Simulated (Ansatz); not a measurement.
Job for Ansatz (a first-principles code): R-B3LYP-D3(BJ)/def2-TZVP on BeHI (SMILES [BeH][I]). Elements past Kr take the def2 small-core potentials; no spin–orbit coupling.

Ansatz 0.2 input:
```yaml
crystal:
  periodic: [false, false, false]
  atoms:
    - {symbol: Be, position_ang: [-0.26457540, -0.15552509, -0.03618276]}
    - {symbol: H, position_ang: [-1.35721184, -0.82429342, -0.17533293]}
    - {symbol: I, position_ang: [1.60520287, 1.00340430, 0.17625587]}
basis:
  gaussian:
    orbitals: def2-TZVP
hamiltonian:
  xc: b3lyp
  dispersion: d3bj
relax: {f_tol: 0.003, max_steps: 120}
```

Question: Predict the final total energy.

Answer: -313.2042 hartree.

Question: How many basis functions does it have, and what does it roughly cost on one machine?

Answer: 75 functions; very roughly 7 core-seconds.
